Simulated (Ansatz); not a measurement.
**Molecular dynamics of CH$_{6}$NSb**

Input file:

```yaml
crystal:
  periodic: [false, false, false]
  atoms:
    - { symbol: C, position_ang: [-0.38379, 0.667777, -0.764687] }
    - { symbol: "N", position_ang: [0.885743, 0.274602, -0.172632] }
    - { symbol: Sb, position_ang: [0.904984, -1.115938, 1.376767] }
    - { symbol: H, position_ang: [-0.973387, -0.155086, -1.243728] }
    - { symbol: H, position_ang: [-0.21852, 1.452053, -1.537209] }
    - { symbol: H, position_ang: [-1.036054, 1.115015, 0.015378] }
    - { symbol: H, position_ang: [1.5567, -0.024138, -0.89171] }
    - { symbol: H, position_ang: [-0.459882, -2.102201, 0.868722] }
    - { symbol: H, position_ang: [-0.187294, -0.158284, 2.331998] }
basis:
  gaussian: { orbitals: def2-SVP }
hamiltonian:
  xc: pbe
md:
  timestep: 0.5
  n_steps: 100
  ensemble: nvt_langevin
  temperature: 100.0
  initial_velocities: maxwell_boltzmann
  seed: 347417
  friction: 0.001
  temperature_schedule:
    - { n_steps: 25, end_temperature: 100.0 }
    - { n_steps: 75, end_temperature: 25.0 }
scf:
  lower_state_search: "off"
```

Run as:

```bash
$ ansatz run input.yaml --threads 1 --pin off --max-ram 2048MiB --backend cpu --events-out ev --progress --plain --runs-dir out
```

It starts from a relaxed structure.

Output, in part (one step line in 2, the closing report, with atoms numbered from 0):

```
md step     0: t =     0.00 fs  T =    88.9 K (target 100.0 K)  F+E_penalty+E_count = -9155.93398189 eV  E_kin = 0.103408 eV  (18 SCF iters)
md step     2: t =     1.00 fs  T =    71.6 K (target 100.0 K)  F+E_penalty+E_count = -9155.91556409 eV  E_kin = 0.083314 eV  (22 SCF iters)
md step     4: t =     2.00 fs  T =    44.7 K (target 100.0 K)  F+E_penalty+E_count = -9155.88558345 eV  E_kin = 0.051997 eV  (21 SCF iters)
md step     6: t =     3.00 fs  T =    43.9 K (target 100.0 K)  F+E_penalty+E_count = -9155.88611161 eV  E_kin = 0.051078 eV  (22 SCF iters)
md step     8: t =     4.00 fs  T =    57.9 K (target 100.0 K)  F+E_penalty+E_count = -9155.90423276 eV  E_kin = 0.067374 eV  (22 SCF iters)
md step    10: t =     5.00 fs  T =    56.7 K (target 100.0 K)  F+E_penalty+E_count = -9155.90173218 eV  E_kin = 0.065993 eV  (22 SCF iters)
md step    12: t =     6.00 fs  T =    35.6 K (target 100.0 K)  F+E_penalty+E_count = -9155.87719173 eV  E_kin = 0.041456 eV  (22 SCF iters)
md step    14: t =     7.00 fs  T =    20.4 K (target 100.0 K)  F+E_penalty+E_count = -9155.85995846 eV  E_kin = 0.023685 eV  (22 SCF iters)
md step    16: t =     8.00 fs  T =    26.9 K (target 100.0 K)  F+E_penalty+E_count = -9155.86922723 eV  E_kin = 0.031246 eV  (21 SCF iters)
md step    18: t =     9.00 fs  T =    48.5 K (target 100.0 K)  F+E_penalty+E_count = -9155.89384971 eV  E_kin = 0.056380 eV  (21 SCF iters)
md step    20: t =    10.00 fs  T =    56.4 K (target 100.0 K)  F+E_penalty+E_count = -9155.90264717 eV  E_kin = 0.065559 eV  (21 SCF iters)
md step    22: t =    11.00 fs  T =    41.1 K (target 100.0 K)  F+E_penalty+E_count = -9155.88311827 eV  E_kin = 0.047834 eV  (21 SCF iters)
md step    24: t =    12.00 fs  T =    31.3 K (target 100.0 K)  F+E_penalty+E_count = -9155.87104038 eV  E_kin = 0.036437 eV  (21 SCF iters)
md step    26: t =    13.00 fs  T =    48.6 K (target 99.5 K)  F+E_penalty+E_count = -9155.89029120 eV  E_kin = 0.056500 eV  (21 SCF iters)
md step    28: t =    14.00 fs  T =    60.3 K (target 97.5 K)  F+E_penalty+E_count = -9155.90756306 eV  E_kin = 0.070144 eV  (21 SCF iters)
md step    30: t =    15.00 fs  T =    51.3 K (target 95.5 K)  F+E_penalty+E_count = -9155.89962985 eV  E_kin = 0.059720 eV  (21 SCF iters)
md step    32: t =    16.00 fs  T =    36.5 K (target 93.5 K)  F+E_penalty+E_count = -9155.88183653 eV  E_kin = 0.042422 eV  (21 SCF iters)
md step    34: t =    17.00 fs  T =    32.7 K (target 91.5 K)  F+E_penalty+E_count = -9155.87811473 eV  E_kin = 0.038089 eV  (21 SCF iters)
md step    36: t =    18.00 fs  T =    44.8 K (target 89.5 K)  F+E_penalty+E_count = -9155.89264389 eV  E_kin = 0.052171 eV  (21 SCF iters)
md step    38: t =    19.00 fs  T =    58.7 K (target 87.5 K)  F+E_penalty+E_count = -9155.90679752 eV  E_kin = 0.068260 eV  (21 SCF iters)
md step    40: t =    20.00 fs  T =    51.1 K (target 85.5 K)  F+E_penalty+E_count = -9155.89857586 eV  E_kin = 0.059432 eV  (21 SCF iters)
md step    42: t =    21.00 fs  T =    35.6 K (target 83.5 K)  F+E_penalty+E_count = -9155.87827947 eV  E_kin = 0.041438 eV  (21 SCF iters)
md step    44: t =    22.00 fs  T =    38.0 K (target 81.5 K)  F+E_penalty+E_count = -9155.88104481 eV  E_kin = 0.044166 eV  (21 SCF iters)
md step    46: t =    23.00 fs  T =    55.5 K (target 79.5 K)  F+E_penalty+E_count = -9155.90360148 eV  E_kin = 0.064591 eV  (21 SCF iters)
md step    48: t =    24.00 fs  T =    59.5 K (target 77.5 K)  F+E_penalty+E_count = -9155.90842856 eV  E_kin = 0.069262 eV  (21 SCF iters)
md step    50: t =    25.00 fs  T =    43.9 K (target 75.5 K)  F+E_penalty+E_count = -9155.88884078 eV  E_kin = 0.051031 eV  (21 SCF iters)
md step    52: t =    26.00 fs  T =    27.8 K (target 73.5 K)  F+E_penalty+E_count = -9155.87109742 eV  E_kin = 0.032308 eV  (21 SCF iters)
md step    54: t =    27.00 fs  T =    30.4 K (target 71.5 K)  F+E_penalty+E_count = -9155.87537016 eV  E_kin = 0.035329 eV  (21 SCF iters)
md step    56: t =    28.00 fs  T =    48.0 K (target 69.5 K)  F+E_penalty+E_count = -9155.89567772 eV  E_kin = 0.055793 eV  (21 SCF iters)
md step    58: t =    29.00 fs  T =    56.3 K (target 67.5 K)  F+E_penalty+E_count = -9155.90508856 eV  E_kin = 0.065526 eV  (21 SCF iters)
md step    60: t =    30.00 fs  T =    42.2 K (target 65.5 K)  F+E_penalty+E_count = -9155.88736195 eV  E_kin = 0.049094 eV  (21 SCF iters)
md step    62: t =    31.00 fs  T =    28.0 K (target 63.5 K)  F+E_penalty+E_count = -9155.86882878 eV  E_kin = 0.032557 eV  (21 SCF iters)
md step    64: t =    32.00 fs  T =    41.3 K (target 61.5 K)  F+E_penalty+E_count = -9155.88437360 eV  E_kin = 0.048076 eV  (21 SCF iters)
md step    66: t =    33.00 fs  T =    63.5 K (target 59.5 K)  F+E_penalty+E_count = -9155.91119547 eV  E_kin = 0.073836 eV  (21 SCF iters)
md step    68: t =    34.00 fs  T =    63.2 K (target 57.5 K)  F+E_penalty+E_count = -9155.90924827 eV  E_kin = 0.073543 eV  (21 SCF iters)
md step    70: t =    35.00 fs  T =    44.1 K (target 55.5 K)  F+E_penalty+E_count = -9155.88498447 eV  E_kin = 0.051277 eV  (21 SCF iters)
md step    72: t =    36.00 fs  T =    30.5 K (target 53.5 K)  F+E_penalty+E_count = -9155.86896674 eV  E_kin = 0.035519 eV  (21 SCF iters)
md step    74: t =    37.00 fs  T =    38.0 K (target 51.5 K)  F+E_penalty+E_count = -9155.87682576 eV  E_kin = 0.044196 eV  (22 SCF iters)
md step    76: t =    38.00 fs  T =    54.6 K (target 49.5 K)  F+E_penalty+E_count = -9155.89548649 eV  E_kin = 0.063480 eV  (22 SCF iters)
md step    78: t =    39.00 fs  T =    50.8 K (target 47.5 K)  F+E_penalty+E_count = -9155.89367580 eV  E_kin = 0.059125 eV  (22 SCF iters)
md step    80: t =    40.00 fs  T =    29.3 K (target 45.5 K)  F+E_penalty+E_count = -9155.86834538 eV  E_kin = 0.034128 eV  (22 SCF iters)
md step    82: t =    41.00 fs  T =    21.1 K (target 43.5 K)  F+E_penalty+E_count = -9155.85860555 eV  E_kin = 0.024495 eV  (14 SCF iters)
md step    84: t =    42.00 fs  T =    42.1 K (target 41.5 K)  F+E_penalty+E_count = -9155.88313029 eV  E_kin = 0.048945 eV  (22 SCF iters)
md step    86: t =    43.00 fs  T =    60.3 K (target 39.5 K)  F+E_penalty+E_count = -9155.90545307 eV  E_kin = 0.070124 eV  (22 SCF iters)
md step    88: t =    44.00 fs  T =    56.7 K (target 37.5 K)  F+E_penalty+E_count = -9155.89965336 eV  E_kin = 0.065947 eV  (22 SCF iters)
md step    90: t =    45.00 fs  T =    43.4 K (target 35.5 K)  F+E_penalty+E_count = -9155.88295555 eV  E_kin = 0.050479 eV  (22 SCF iters)
md step    92: t =    46.00 fs  T =    41.9 K (target 33.5 K)  F+E_penalty+E_count = -9155.88132184 eV  E_kin = 0.048743 eV  (22 SCF iters)
md step    94: t =    47.00 fs  T =    55.6 K (target 31.5 K)  F+E_penalty+E_count = -9155.89830445 eV  E_kin = 0.064646 eV  (22 SCF iters)
md step    96: t =    48.00 fs  T =    66.8 K (target 29.5 K)  F+E_penalty+E_count = -9155.91272830 eV  E_kin = 0.077726 eV  (22 SCF iters)
md step    98: t =    49.00 fs  T =    57.3 K (target 27.5 K)  F+E_penalty+E_count = -9155.89996680 eV  E_kin = 0.066629 eV  (22 SCF iters)
md step   100: t =    50.00 fs  T =    32.3 K (target 25.5 K)  F+E_penalty+E_count = -9155.86992219 eV  E_kin = 0.037622 eV  (22 SCF iters)
Total energy: -9155.86995527 eV, -336.4720147845 hartree
Atom 0 at    -0.272512     0.675667    -0.818034 Å, force    -0.487999     0.357129     0.035592 eV/Å
Atom 1 at     0.964586     0.291125    -0.176076 Å, force    -0.899596     0.341672     1.206688 eV/Å
Atom 2 at     0.887254    -1.115622     1.385474 Å, force     0.223211     0.360025    -0.053885 eV/Å
Atom 3 at    -0.932671    -0.134453    -1.206679 Å, force    -0.000581    -0.310295     0.029156 eV/Å
Atom 4 at    -0.104854     1.345839    -1.691283 Å, force     0.243772     0.067280     0.076390 eV/Å
Atom 5 at    -0.898856     1.254144    -0.101401 Å, force     0.023344    -0.023708    -0.040440 eV/Å
Atom 6 at     1.605957    -0.075194    -0.835659 Å, force     1.213460    -0.571495    -1.223427 eV/Å
Atom 7 at    -0.373336    -2.101625     0.713562 Å, force    -0.274418    -0.116926     0.005266 eV/Å
Atom 8 at    -0.258729    -0.139563     2.258775 Å, force    -0.041193    -0.103681    -0.035340 eV/Å
Dipole moment:     0.016599    -0.138125    -0.123543 e Å
```

All steps were run. The schedule's set-point averaged 50 K over the second half and the system 45 K. A run of 0.05 ps of so small a system gives no equilibrium averages.

The same pairs are bonded in the first frame and the last. Pairs count as bonded within 1.25 times the sum of covalent radii (0.12 Å more for H–H).

Last frame:

```xyz
9
Properties=species:S:1:pos:R:3
C -0.273 0.676 -0.818
N 0.965 0.291 -0.176
Sb 0.887 -1.116 1.385
H -0.933 -0.135 -1.207
H -0.105 1.346 -1.691
H -0.899 1.254 -0.101
H 1.606 -0.075 -0.836
H -0.373 -2.102 0.714
H -0.259 -0.140 2.259
```

The run took 2.9 min on 1 thread of Intel(R) Xeon(R) Platinum 8488C (Sapphire Rapids) (shared host), peak memory 0.12 GiB.
